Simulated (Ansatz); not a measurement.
A set of 12 reactions (ligand exchange), with CCSD(T)/CBS values in kJ/mol:

| reaction | ΔE |
| --- | --- |
| `N[BH][Al]([Cl])[Cl]` + `O[SiH3]` → `[SiH3][O][Al]([Cl])[Cl]` + `BN` | -170.6 |
| `[SiH3][AlH][GeH3]` + `[OH][In]([OH])[OH]` → `[OH][In]([OH])[O][SiH3]` + `[AlH2][GeH3]` | -91.3 |
| `C=NBC[SiH3]` + `[OH][Ge][OH]` → `[OH][Ge][O][SiH3]` + `C=NBC` | -100.9 |
| `[SnH3][I]` + `OCF` → `FC[O][SnH3]` + HI | 91.4 |
| `[NH2][Al]([SH])[O][SiH3]` + `OCO` → `OCO[SiH3]` + `[NH2][Al]([OH])[SH]` | 38.2 |
| `N#C[SiH3]` + `OC([SiH3])S` → `[SiH3]OC([SiH3])S` + `C#N` | -62.5 |
| `C[BH][Al]([OH])[F]` + `O[SiH3]` → `[OH][Al]([F])[O][SiH3]` + `BC` | -179.5 |
| `[NH2][Mg][Br]` + `[SiH3]N[SiH3]` → `[NH2][Mg][N]([SiH3])[SiH3]` + HBr | 109.4 |
| `ClB(Cl)Br` + H₂S → `SB(Cl)Br` + HCl | 2.6 |
| `C[O][GeH]([F])[SH]` + HCl → `C[O][GeH]([SH])[Cl]` + H–F | -13.6 |
| `C[NH][Al]([Cl])[Cl]` + `O[SiH3]` → `[SiH3][O][Al]([Cl])[Cl]` + CH₃NH₂ | -61.4 |
| `BN[SiH2]F` + `[SiH3]P` → `F[SiH2]P[SiH3]` + `BN` | 32.8 |

Isolated molecules relaxed with PBE0-D4/def2-TZVP in Ansatz; ΔE leaves out vibrations. CBS: MP2 limit from def2 TZ/QZ plus the TZ coupled-cluster correction, frozen cores. This one scheme is used for every species. Functionals use def2-TZVPP. B3LYP here is the variant with VWN-RPA as its local correlation; programs differ in this. Elements past krypton have def2 core potentials. For Br, Ge, I, In, Mg, Sn outer-core shells are correlated without core-valence functions, which leaves a few kJ/mol of doubt a bond. Scalar relativity is left out up to krypton. One conformer a species, not always the lowest.

(1) Give the mean, mean absolute and largest difference (level minus CCSD(T)/CBS, kJ/mol) for: PBE-D4, r2SCAN-D4, PBE0-D4, B3LYP-D4, ωB97X-V, ωB97M-V, HF/def2-TZVPP, MP2/def2-TZVPP, SCS-MP2/def2-TZVPP, CCSD/def2-TZVPP, HF/def2-QZVPP, MP2/def2-QZVPP, MP2/CBS(def2), CCSD/CBS(def2). (Best estimate.)

The largest T1 diagnostic in the set is 0.017, for `[OH][In]([OH])[OH]` (customary mark 0.02).

CCSD(T)/CBS is a level of theory with its own doubt, and the functionals carry their triple-zeta basis error, so these figures describe this set and don't rank the functionals.

Answers

(1) Ansatz gave: 
| level | mean | mean absolute | largest |
| --- | --- | --- | --- |
| PBE-D4 | 7.6 | 11.4 | 30.5 |
| r2SCAN-D4 | 1.6 | 3.3 | 8.2 |
| PBE0-D4 | 5.8 | 8.3 | 20.2 |
| B3LYP-D4 | 0.3 | 2.5 | 7.1 |
| ωB97X-V | 2.4 | 3.6 | 11.9 |
| ωB97M-V | 1.7 | 2.9 | 10.3 |
| HF/def2-TZVPP | -1.7 | 17.3 | 37.2 |
| MP2/def2-TZVPP | -2.4 | 3.2 | -9.6 |
| SCS-MP2/def2-TZVPP | -2.8 | 5.7 | -12.5 |
| CCSD/def2-TZVPP | -0.4 | 3.9 | -7.4 |
| HF/def2-QZVPP | -2.6 | 18.4 | 35.5 |
| MP2/def2-QZVPP | -2.5 | 3.5 | -10.0 |
| MP2/CBS(def2) | -2.1 | 3.9 | -8.9 |
| CCSD/CBS(def2) | -0.1 | 2.6 | 4.9 |
